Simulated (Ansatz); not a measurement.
Results of the Gaussian-basis code of Ansatz.

Basis-set series for ClH$_{5}$NSi$_{2}$, SMILES `[SiH2]N[SiH2]Cl` radical. Charge 0, multiplicity 2. The structure was optimised at the PBE0-D4/def2-TZVP level. It is one conformer, not always the lowest.

```json
{"functional": "PBE0-D4", "basis": "def2-SVP", "functions": "93", "energy (Eh)": "-1096.16143", "HOMO (eV)": "-5.75", "LUMO (eV)": "-2.11"}
{"functional": "PBE0-D4", "basis": "def2-TZVPP", "functions": "227", "energy (Eh)": "-1096.59758", "HOMO (eV)": "-5.83", "LUMO (eV)": "-2.17"}
{"functional": "ωB97M-V", "basis": "def2-SVP", "functions": "93", "energy (Eh)": "-1096.51972", "HOMO (eV)": "-7.50", "LUMO (eV)": "-0.43"}
{"functional": "ωB97M-V", "basis": "def2-TZVPP", "functions": "227", "energy (Eh)": "-1096.95754", "HOMO (eV)": "-7.61", "LUMO (eV)": "-0.58"}
```

Q: Give the rows for def2-QZVPP. (An estimate is asked.)

A: The calculation gave: 
```
functional       basis  functions  energy (Eh)  HOMO (eV)  LUMO (eV)
   PBE0-D4  def2-QZVPP        417  -1096.63477      -5.85      -2.20
   ωB97M-V  def2-QZVPP        417  -1096.99253      -7.64      -0.66
```

HOMO and LUMO are taken over both spins.
